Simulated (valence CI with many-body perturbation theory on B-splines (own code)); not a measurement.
A CI+MBPT run for Kr V

Level of theory: valence CI with perturbative core correlation (CI+MBPT): four valence electrons over a frozen Dirac-Fock core [Ar] 3d10, radial functions for each j: 6 s, 6 p, 5 d, 3 f, 1 g, with the one-electron correlation potential Σ1 (screened to all orders), the two-electron term Σ2, the three-electron term Σ3, Breit, model QED; selected single and double excitations, second order for the rest, scaled by the run's own slope (own B-spline code, finite nucleus).

Command, and the settings that its task file holds:

```sh
python run_cv.py task.json out
```

```
atom Kr  Z=36  mass_number=84  rms_radius_fm=4.1884
core [Ar] 3d10
valence 4s2 4p2
avg = 1
basis = S
breit = 1
cap = 10000
capref = 1200
cscale = 1
de = 0.711
dress = 0
eps = 2e-08
extrap = 1
h = 0.27
hh = 1
l2 = 3
lcore = 6
maxit = 60
n2 = 5
natural = 1
nlev = 20
nno = [3, 3, 3, 2, 1]
nroot = 26
nsp = [3, 3, 2, 1, 0]
pt2 = 1
qed = 1
rpa = 1
s1 = 1
s2 = 1
s3 = 1
screen = 1
tol = 2e-05
whole = 1
```

It took 39 s on 1 thread of Arm Neoverse V1 (shared host).

Log. The first blocks belong to the next ion, which gives the ionisation energy. Fields: 2J, parity (1 odd), roots, reference size, generating configurations, candidates as configurations/state functions, variational space P, stored matrix elements, Davidson steps; e2 is the range of second-order energies in hartree. The first line gives the box (bohr), its intervals, the orbitals and the steps of their self-consistent field. Window is the range of levels sought, series limit the energy at which the first omitted orbital would enter, core excitation an estimate of the first excitation out of the core, left out the lowest levels not solved, and shifts from estimates the range by which levels moved from their first estimate, all in cm⁻¹.

```
rmax 15.8 intervals 64 orbitals 36 references ['4s2 4p2', '4s 4p3', '4s2 4p 4d'] scf 7 t 1.6
2J=1 par=1 roots 2 ref 37 generators 13 cand 663/962 P 693/999 nnz 0 it 0
2J=1 par=1 roots 2 ref 37 generators 38 cand 1127/1694 P 1820/2693 nnz 8.9e+05 it 6
   second order: generators 70 cand 1334/1930 e2 -0.00001 -0.00001
2J=3 par=1 roots 2 ref 57 generators 17 cand 493/933 P 530/990 nnz 0 it 0
2J=3 par=1 roots 2 ref 57 generators 42 cand 1098/2328 P 1628/3318 nnz 1.5e+06 it 6
   second order: generators 78 cand 2148/4449 e2 -0.00002 -0.00001
reference levels 365, estimated 62, window 217476 1/cm; series limit 404702, core excitation 733349
2J=0 par=0 roots 3 ref 23 generators 17 cand 630/1174 P 2412/3892 nnz 1.1e+06 it 5
2J=0 par=0 roots 3 ref 23 generators 47 cand 2276/4274 P 4688/8166 nnz 3.4e+06 it 9
   second order: generators 116 cand 13803/26622 e2 -0.00007 -0.00003
2J=2 par=0 roots 2 ref 45 generators 16 cand 314/1008 P 1172/3535 nnz 1.4e+06 it 6
2J=2 par=0 roots 2 ref 45 generators 35 cand 1584/6438 P 2756/9973 nnz 8.1e+06 it 11
   second order: generators 90 cand 14084/67104 e2 -0.00021 -0.00009
2J=4 par=0 roots 3 ref 55 generators 18 cand 298/1011 P 1091/3539 nnz 1.6e+06 it 8
2J=4 par=0 roots 3 ref 55 generators 42 cand 1221/6416 P 2312/9955 nnz 9.4e+06 it 12
   second order: generators 112 cand 13987/90532 e2 -0.00030 -0.00013
2J=4 par=1 roots 9 ref 50 generators 39 cand 216/928 P 1019/3430 nnz 1.4e+06 it 7
2J=4 par=1 roots 9 ref 50 generators 92 cand 1397/6569 P 2416/9999 nnz 8.8e+06 it 9
   second order: generators 208 cand 19967/124426 e2 -0.00072 -0.00011
2J=2 par=1 roots 7 ref 44 generators 36 cand 278/1006 P 1233/3535 nnz 1.4e+06 it 11
2J=2 par=1 roots 7 ref 44 generators 87 cand 1733/6459 P 2966/9994 nnz 7.9e+06 it 10
   second order: generators 221 cand 20150/96486 e2 -0.00043 -0.00012
2J=6 par=1 roots 4 ref 39 generators 24 cand 204/976 P 967/3449 nnz 1.5e+06 it 6
2J=6 par=1 roots 4 ref 39 generators 59 cand 1348/6541 P 2315/9990 nnz 9.7e+06 it 9
   second order: generators 135 cand 16086/113436 e2 -0.00060 -0.00018
2J=0 par=1 roots 3 ref 17 generators 22 cand 833/1299 P 2870/4443 nnz 1.4e+06 it 5
2J=0 par=1 roots 3 ref 17 generators 60 cand 2629/4409 P 5499/8852 nnz 3.9e+06 it 6
   second order: generators 134 cand 14054/27913 e2 -0.00007 -0.00004
2J=8 par=1 roots 1 ref 22 generators 9 cand 342/1477 P 1225/4989 nnz 3e+06 it 5
2J=8 par=1 roots 1 ref 22 generators 24 cand 1245/5071 P 2470/10060 nnz 8.8e+06 it 6
   second order: generators 51 cand 10889/71215 e2 -0.00020 -0.00020
left out: unestimated 317499, estimated 241479, shifts from estimates -32 to 40
operators 2.4
```

The Davidson iterations converged.

Against 22 measured levels this calculation errs by 335 cm⁻¹ on average and by 1400 at most. These come from a selection out of Saloman, J. Phys. Chem. Ref. Data 36, 215 (2007). Levels without a partner in it may be off by more.

- Valence energy: -13.88764 hartree
- Ionisation energy: 64.385 eV (NIST: 64.69 ± 0.2 eV (semi-empirical))
- Reference configurations for the orbitals: 4s2 4p2, 4s 4p3, 4s2 4p 4d
- Radial orbitals: 36
- Box radius: 15.75 bohr
- Largest variational space: 10060
- Lowest levels: 4s2 4p2 3P_0 0.000, 4s2 4p2 3P_1 0.463, 4s2 4p2 3P_2 0.943, 4s2 4p2 1D_2 2.463, 4s2 4p2 1S_0 4.893, 4s 4p3 5S°_2 12.060, 4s 4p3 3D°_1 16.062, 4s 4p3 3D°_2 16.077, 4s 4p3 3D°_3 16.230, 4s 4p3 3P°_0 18.342, 4s 4p3 3P°_1 18.387, 4s 4p3 3P°_2 18.434, 4s 4p3 1D°_2 20.266, 4s 4p3 3S°_1 23.000 eV

Names give the largest LS component (configuration and term), which can be under half, so a name can repeat, a term be missing and a line seem to break the LS rules; names also repeat where a configuration has a term twice.
